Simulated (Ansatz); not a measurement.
GaH2I⁺: single points at one geometry.

```yaml
crystal:
  periodic: [false, false, false]
  atoms:
    - {symbol: Ga, position_ang: [0.147883, 0.247212, -0.000818]}
    - {symbol: H, position_ang: [1.709028, 0.104481, 0.013246]}
    - {symbol: H, position_ang: [-0.716081, 1.555246, -0.020162]}
    - {symbol: I, position_ang: [-1.140830, -1.906930, 0.007734]}
basis:
  gaussian: {orbitals: def2-TZVP, initial_orbitals: start.molden}
total_charge: 1
magnetization: {spin_polarized: true, initial_magnetization: 1}
hamiltonian: {xc: r2scan, dispersion: d4}
scf: {omitted_lower_state_checks: [starts]}
output: {orbitals: {seedname: orbitals}}
```

The file start.molden holds the orbitals of an earlier run on this structure, at another level or in another basis.

```sh
$ ansatz run in.yaml --threads 4 --pin off --events-out ev --progress --plain --max-ram 3916MiB
```

Output, abridged:

```
Functional definition: r2SCAN
823 factors; their error is unknown
mean field evaluation 1: about -60505.9012 eV, gradient 4.5e0 eV
mean field evaluation 2: about -60505.9424 eV, gradient 1.0e-1 eV
mean field evaluation 4: about -60505.9213 eV, gradient 3.8e-3 eV
mean field -60505.92131659 eV, -2223.5515959983 hartree, gradient 3.0e-5 eV, S^2 0.756245; 0 other end points of the search recorded, 0 dependent functions left out
reference -60505.92133096 eV, -2223.5515965263 hartree; 29, 28 occupied and 81, 82 virtual orbitals, 823 factors
Total energy: -60505.93395062 eV, -2223.5520602901 hartree
Checks for a lower state left out: starts
```

It took 2.2 s on 4 threads of Arm Neoverse V2 on a shared host.

The first input with `gaussian: {orbitals: def2-TZVPP, initial_orbitals: start.molden}`, `correlation: {method: ccsd_t}`, `scf: {omitted_lower_state_checks: [starts, cluster_reference]}` and without the key `hamiltonian` (abridged; 29 s):

```
Functional definition: HF
mean field -60430.88676495 eV, -2220.7941270858 hartree, gradient 3.3e-6 eV, S^2 0.760874
13 core orbitals not correlated: weight in the atoms' cores, before any rotation towards them, 1.000 or more for the frozen orbitals, at most 0.000 for the correlated occupied ones
second order -18.73954330 eV of doubles, -0.00000000 eV of singles
cycle   1  -17.67681328 eV  change     1.1e0 eV  update   9.9e-2
cycle   2  -18.24028002 eV  change   -5.6e-1 eV  update   3.1e-2
cycle   3  -18.31537849 eV  change   -7.5e-2 eV  update   1.9e-2
cycle   4  -18.29750249 eV  change    1.8e-2 eV  update   8.6e-3
cycle   5  -18.30091237 eV  change   -3.4e-3 eV  update   6.4e-3
cycle   6  -18.30507918 eV  change   -4.2e-3 eV  update   2.9e-3
cycle   7  -18.30498548 eV  change    9.4e-5 eV  update   1.4e-3
cycle   8  -18.30496901 eV  change    1.6e-5 eV  update   3.3e-4
cycle   9  -18.30517618 eV  change   -2.1e-4 eV  update   1.1e-4
cycle  10  -18.30510392 eV  change    7.2e-5 eV  update   3.7e-5
cycle  11  -18.30512975 eV  change   -2.6e-5 eV  update   1.3e-5
perturbative correction -0.45943583 eV, -0.0168839554 hartree
Total energy: -60449.65133054 eV, -2221.4837121519 hartree
Checks for a lower state left out: starts, cluster_reference
```

First input, but with `hamiltonian: {xc: pbe, dispersion: d4}` (abridged; 1.1 s):

```
Functional definition: PBE
mean field -60494.76538609 eV, -2223.1416231141 hartree, gradient 5.4e-6 eV, S^2 0.752952
Total energy: -60494.83010323 eV, -2223.1440014249 hartree
Checks for a lower state left out: starts
```

The first input with `gaussian: {orbitals: def2-TZVP}`, `hamiltonian: {xc: pbe0, dispersion: d4}` and without the key `scf` (abridged; 2.7 s):

```
Functional definition: PBE0
mean field evaluation 16: about -60496.4554 eV, gradient 1.0e-4 eV
mean field evaluation 32: about -60495.5798 eV, gradient 5.3e0 eV
mean field -60496.45536122 eV, -2223.2037285545 hartree, gradient 1.1e-5 eV, S^2 0.754804; 4 other end points of the search recorded, 0 dependent functions left out
Total energy: -60496.51042846 eV, -2223.2057522385 hartree
```

Geometry: PBE-D4/def2-TZVP, that of the neutral singlet.

In the def2 sets I takes a core potential; there is no spin–orbit coupling. Correlated methods freeze 13 core orbitals; core or outer-core shells of Ga, I are correlated, in sets that lack core-valence functions.
